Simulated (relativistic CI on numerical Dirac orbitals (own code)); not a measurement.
Hyperfine structure of Pb XXXV, mass number 207

Computed by Dirac-Coulomb-Breit CI, orbitals from a KLI potential per configuration, model QED, unscaled Slater integrals (own radial code, finite nucleus).

CI space (outside the closed core [Ar] 3d10): 4s²4p⁶4d¹⁰4f², 4s²4p⁶4d⁹4f³, 4s²4p⁶4d¹⁰4f5s, 4s²4p⁵4d¹⁰4f³, 4s²4p⁶4d¹⁰4f5p, 4s²4p⁶4d¹⁰5s², 4s²4p⁶4d¹⁰5s5p, 4s²4p⁶4d¹⁰4f5d, 4s4p⁶4d¹⁰4f³, 4s²4p⁶4d¹⁰5p², 4s²4p⁶4d⁹4f²5s, 4s²4p⁶4d¹⁰5s5d, 4s²4p⁶4d⁹4f5s², 4s²4p⁶4d¹⁰4f5f, 4s²4p⁶4d¹⁰5p5d, 4s²4p⁶4d⁹4f²5p. Levels of other configurations are missing.

Nuclear spin I = 1/2, μ = 0.5906 μN (tables of Stone and Pyykkö). The electronic factors are computed for point nuclear moments, without core polarisation or the Bohr-Weisskopf and QED corrections.

| Level | E (cm⁻¹) | A (MHz) |
| --- | --- | --- |
| 4s²4p⁶4d¹⁰4f² ³H4 | 0.0 | 8530 |
| 4s²4p⁶4d¹⁰4f² ³F2 | 26789.7 | 8602 |
| 4s²4p⁶4d¹⁰4f² ³H5 | 53910.0 | 6078 |
| 4s²4p⁶4d¹⁰4f² ³F3 | 70990.0 | 5394 |
| 4s²4p⁶4d¹⁰4f² ³H6 | 93100.7 | 5326 |
| 4s²4p⁶4d¹⁰4f² ³F4 | 130219.4 | 4584 |
| 4s²4p⁶4d¹⁰4f² ³P1 | 132924.1 | -363.5 |
| 4s²4p⁶4d¹⁰4f² ¹I6 | 144510.2 | 5446 |

Levels with J = 0, under 50 % of one LS term, or S terms without an open s electron are left out. Small factors come from cancelling terms and can be off by tens of per cent or more.

At this charge energies of transitions that change n are usually good to better than 1 %, and those within a shell (Δn = 0) to a few per cent. Terms inside the open d or f shell come out 10 to 20 % too wide with unscaled integrals.

Problem. Give the hyperfine levels of 4s²4p⁶4d¹⁰4f² ³H4 relative to its centre of gravity.

Solution. With K = F(F + 1) − I(I + 1) − J(J + 1), E = AK/2: F = 7/2: -21320, F = 9/2: 17060 MHz.

LS names give the leading component of a level, which can be under half, so a name can repeat, a term be missing and a line seem to break the LS rules.
